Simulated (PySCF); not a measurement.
# One molecule, several mistakes: ClH5OSi2

All numbers below are calculated, not measured. The program is PySCF 2.14.0, an open-source quantum chemistry code, run on an isolated molecule that a program drew, which may never have been made. The molecule is ClH5OSi2 (charge 0, singlet), drawn as the SMILES string `O[SiH]([SiH3])Cl`.

Each row is a Hartree-Fock (HF) and frozen-core CCSD(T) single point in the cc-pV(D+d)Z basis, meant for a local HF minimum. Run 1 is clean. Each other run has one planted mistake out of seven kinds, and not every kind appears here: one electron removed, one electron added, multiplicity raised by two, geometry at a saddle point, minimal basis STO-3G, one bond length entered in bohr, all coordinates scaled. The reference is restricted for singlets and unrestricted otherwise, and also for a bond in bohr. Adding or removing an electron swaps singlet and doublet. Electrons count all cores. HOMO and LUMO are orbital energies over both spins, the gradient is its largest component, and the lowest frequency (negative if imaginary) is given only where the gradient is small. Bond lengths are over the 8 bonds as drawn. T1 is the CCSD diagnostic: over 0.02 (restricted) or 0.045 (unrestricted) a single reference is doubtful.

Geometry of the clean run:
```xyz
9
ClH5OSi2, angstrom
O     0.1639   -0.2379   -1.5710
Si   -0.5668   -0.4092   -0.1116
Si    0.1322    1.3708    1.2552
Cl    0.0156   -2.2138    0.7568
H     0.0265   -0.8852   -2.2479
H    -2.0295   -0.5235   -0.2642
H    -0.2829    2.6586    0.6512
H     1.6050    1.3372    1.3948
H    -0.4976    1.2340    2.5889
```

| run | electrons | basis functions | <S^2> | HOMO (eV) | LUMO (eV) | gradient (hartree/bohr) | lowest frequency (cm^-1) | mean bond (Å) | longest bond (Å) | T1 | HF (hartree) | CCSD(T) (hartree) | mistake |
|---|---|---|---|---|---|---|---|---|---|---|---|---|---|
| 1 | 58 | 108 | 0.000 | -10.98 | 3.28 | 2.8e-05 | 101 | 1.6177 | 2.351 | 0.0117 | -1115.25092 | -1115.84054 | no fault |
| 2 | 58 | 37 | 0.000 | -8.87 | 8.96 | 4.2e-02 | - | 1.6177 | 2.351 | 0.0084 | -1102.61799 | -1102.77275 | minimal basis STO-3G |
| 3 | 58 | 108 | 0.000 | -10.98 | 3.06 | 2.6e-02 | - | 1.6727 | 2.430 | 0.0123 | -1115.24146 | -1115.83492 | ? |
| 4 | 57 | 108 | 0.767 | -17.64 | -8.93 | 9.2e-02 | - | 1.6177 | 2.351 | 0.0309 | -1114.88418 | -1115.46673 | ? |

**Which mistake was planted in run 3, and what did it cost?**

The mean and the longest bond both change by the same factor, 1.034, and the gradient is no longer small. So the mistake is: all coordinates scaled. Subtracting run 1 and multiplying by 627.51 kcal/mol a hartree, the energy moved by 5.9 kcal/mol in HF and 3.5 kcal/mol in CCSD(T).

**Which mistake was planted in run 4, and what did it cost?**

It counts 57 electrons, one fewer than the clean run, at the same geometry and basis. So the mistake is: one electron removed. Subtracting run 1 and multiplying by 627.51 kcal/mol a hartree, the energy moved by 230.1 kcal/mol in HF and 234.6 kcal/mol in CCSD(T).

